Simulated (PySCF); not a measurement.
A structure optimised at PBE-D3(BJ)/def2-SVP, used in a PySCF frequency run:

```xyz
14

C     -0.2786    -2.4767     0.0000
C      0.6515    -1.3003     0.0000
C      0.2610    -0.0179     0.0000
C     -1.0567     0.7262     0.0000
O     -0.3606     1.9951     0.0000
C      0.9299     1.3382     0.0000
H     -1.3421    -2.1652     0.0000
H     -0.1139    -3.1238    -0.8887
H     -0.1139    -3.1238     0.8887
H      1.7360    -1.5132     0.0000
H     -1.6977     0.5886     0.9040
H     -1.6977     0.5886    -0.9040
H      1.5359     1.5857    -0.9044
H      1.5359     1.5857     0.9044
```
Charge 0, spin multiplicity 1.

Write its SMILES, formula and point group.

CC=C1COC1, C₅H₈O, Cs

What are its rotational constants (standard atomic weights)?

9.5400, 2.2703, 1.9013 GHz
